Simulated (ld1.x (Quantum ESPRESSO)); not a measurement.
# An all-electron radial function and its pseudo partner (hafnium (Hf))

Columns: radius, all-electron u(r) and pseudo u(r) of the 5s shell (level -77.88 eV) of hafnium in the configuration [Kr] 4d10 4f14 5s2 5p6 5d2 6s0.5 6p0; PBE, scalar-relativistic, PAW scheme, ld1.x (Quantum ESPRESSO) 7.5.

```
r (bohr)  all-electron  pseudo
   0.125        0.3132  0.2730
   0.250       -0.1088  0.5297
   0.375       -0.5950  0.7553
   0.500       -0.2527  0.9378
   0.625        0.3278  1.0688
   0.750        0.7826  1.1447
   0.875        1.0322  1.1660
   1.000        1.1115  1.1377
   1.125        1.0778  1.0682
   1.250        0.9811  0.9685
   1.375        0.8564  0.8502
   1.500        0.7260  0.7253
   1.625        0.6025  0.6036
   1.750        0.4921  0.4928
   1.875        0.3970  0.3971
   2.000        0.3173  0.3173
   2.125        0.2516  0.2516
   2.250        0.1982  0.1982
   2.375        0.1554  0.1554
   2.500        0.1213  0.1213
   2.625        0.0944  0.0944
   2.750        0.0731  0.0731
   2.875        0.0566  0.0566
   3.000        0.0436  0.0436
   3.125        0.0336  0.0336
   3.250        0.0258  0.0258
```

**Question.** How many radial nodes do the two functions have?

**Answer.** The all-electron 5s function has n − l − 1 = 4 (the table is too coarse to show those close to the nucleus); the pseudo-wave has 0, since the states of the same l below it are removed with the core.

**Question.** At about which radius was the pseudo-wave matched?

**Answer.** 1.95 bohr, where the columns begin to agree (steps of 0.12 bohr).

**Question.** Where does each function peak?

**Answer.** Outermost all-electron maximum near 1.00 bohr, pseudo maximum near 0.88 bohr (to the table’s step).

**Question.** Is the pseudo-wave norm-conserving?

**Answer.** No, it belongs to a PAW set: the norm inside the radius is not constrained, and the difference is carried by the augmentation charge.
